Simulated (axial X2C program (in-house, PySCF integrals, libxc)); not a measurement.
## WOH: properties at the nuclei

Computed with an in-house all-electron X2C program for linear molecules (integrals from PySCF): two-component X2C with atomic mean-field Coulomb and Gaunt terms, Gaussian nuclei, basis W dyall-v3z, O dyall-av3z, H dyall-v3z with contracted cores.

W–O–H held linear, with bonds 1.876 and 0.948 Å (near the PBE0 minimum at charge 0 of the determinant lowest at the starting distance; the state shown can have its own minimum elsewhere, held linear; other orders of the atoms were not compared).

Determinant lowest in the PBE0 search, Ω = 5/2 (⟨Sz⟩ = 2.46, ⟨Lz⟩ = 0.04 at PBE0), spin on the atoms W 2.43, O 0.03, H -0.01:

| level | Eeff magnitude (GV/cm) | Ws magnitude W (kHz) | A∥/gI W (MHz) | qzz W (a.u.) | A∥/gI O (MHz) | qzz O (a.u.) | A∥/gI H (MHz) | qzz H (a.u.) | μ (D) |
| --- | --- | --- | --- | --- | --- | --- | --- | --- | --- |
| PBE0 | 23.2 | 10.5 | 2170 | -0.15 | -2.61 | 1.53 | 0.109 | 0.53 | 0.04 |
| HF | 33 | 14.7 | 1750 | -1.44 | -1.4 | 1.51 | -0.185 | 0.53 | -0.13 |
| PBE | 20.5 | 9.35 | 2230 | 0.34 | -3.68 | 1.52 | 0.185 | 0.53 | 0.37 |

Eeff is the effective electric field on the electron electric dipole moment in this Ω state and Ws the scalar–pseudoscalar constant of the nucleus named (defined with the proton number Z and per Ω); A∥ (defined per Ω) follows by multiplying with gI = μI/(I μN); qzz is the electric field gradient, eQq0 = 234.96 MHz × Q/barn × qzz; μ is positive if the H end (last atom) is positive. The operators were transformed with the bare-nucleus X2C matrices; with these basis sets, hyperfine constants and field gradients can be off by tens of per cent, and where levels differ in sign neither size nor sign is settled.

(1) With gI(183W) = 0.2356, Q(17O) = -0.02558 barn (g factors from the IAEA table of nuclear moments by Stone; Q from Pyykkö, Mol. Phys. 2018), turn the PBE0 values of the first state into constants in MHz.

The molecule was held linear; bending was not examined, so a bent shape may lie lower.

Each state is one determinant with collinear spin, which with several unpaired electrons need not be a pure state. Unrestricted Hartree–Fock can overshoot spin polarisation at the nuclei. This is the top spin component of a Σ state; components of lower Ω are not single determinants and can lie lower. With several open shells hyperfine constants can be off by a factor of several. States lie within half an eV, so the first need not be the ground state. Further determinants of the search, some of them spin-mixed, are not shown. Where a field gradient or hyperfine factor spreads by more than a factor of two over the levels, a constant derived from it is not to be relied on.

Results:

(1) A∥(183W) = 2170 × 0.2356 = 511 MHz; eQq0(17O) = 234.96 × (-0.02558) × (1.53) = -9.2 MHz.
